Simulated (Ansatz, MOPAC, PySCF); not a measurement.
Dimer: H2S (SMILES S) (first 3 atoms) with C3H6 (SMILES C=CC); geometry from B3LYP-D3(BJ)/def2-TZVP, rigid monomers moved along the line of their centres of mass till H2···C4 is 4.72 Å.
(charge 0, multiplicity 1):
| atom | x (Å) | y (Å) | z (Å) |
|---|---|---|---|
| S | 0.1223 | 0.4633 | 0.7293 |
| H | 0.6505 | 0.1531 | 1.9271 |
| H | 1.2451 | 0.1330 | 0.0720 |
| C | 1.0331 | -0.1369 | 6.6222 |
| C | -0.0650 | -0.8762 | 6.5129 |
| C | -1.4380 | -0.3452 | 6.2530 |
| H | 0.9998 | 0.9434 | 6.5332 |
| H | 2.0012 | -0.5828 | 6.8106 |
| H | 0.0189 | -1.9554 | 6.6102 |
| H | -2.1220 | -0.6204 | 7.0606 |
| H | -1.4363 | 0.7415 | 6.1596 |
| H | -1.8519 | -0.7695 | 5.3336 |

Interaction energies are E(AB) − E(A) − E(B) at the monomers' geometry in the complex; basis-set methods are counterpoise corrected. Rows marked so take none.

Cores are frozen in the correlated methods. Rows in 3-21G, 6-31G* carry no dispersion term and start afresh at each structure (6-31G* with six Cartesian d functions). The state that AM1, PM3, PM7 reach isn't checked; PM7 holds dispersion and hydrogen-bond terms.

Codes used: Ansatz (a quantum-chemistry and plane-wave program) with Gaussian orbitals; MOPAC for AM1, PM3, PM7 (differences of heats of formation); PySCF for 3-21G rows, 6-31G* rows, the dispersion terms. Values without a source in brackets are computed.

Other levels give for the interaction energy: PBE/def2-TZVPPD -10.2; B3LYP/def2-TZVPPD -5.6; B3LYP-D3(BJ)/def2-TZVPPD -14.5; wB97M-V/def2-TZVPPD -15.3; CCSD(T)/aug-cc-pV(D+d)Z -14.4 meV.

Common cheap choices:

```
level                           interaction energy (meV)
------------------------------  ------------------------
AM1                                                 -5.4
PM3                                                 -4.2
PM7                                                -18.8
HF/3-21G (no counterpoise)                         -10.3
HF/6-31G* (no counterpoise)                         -9.0
BP86/6-31G* (no counterpoise)                       -6.9
B3LYP/6-31G*                                        -6.8
B3LYP/6-31G* (no counterpoise)                      -7.5
```
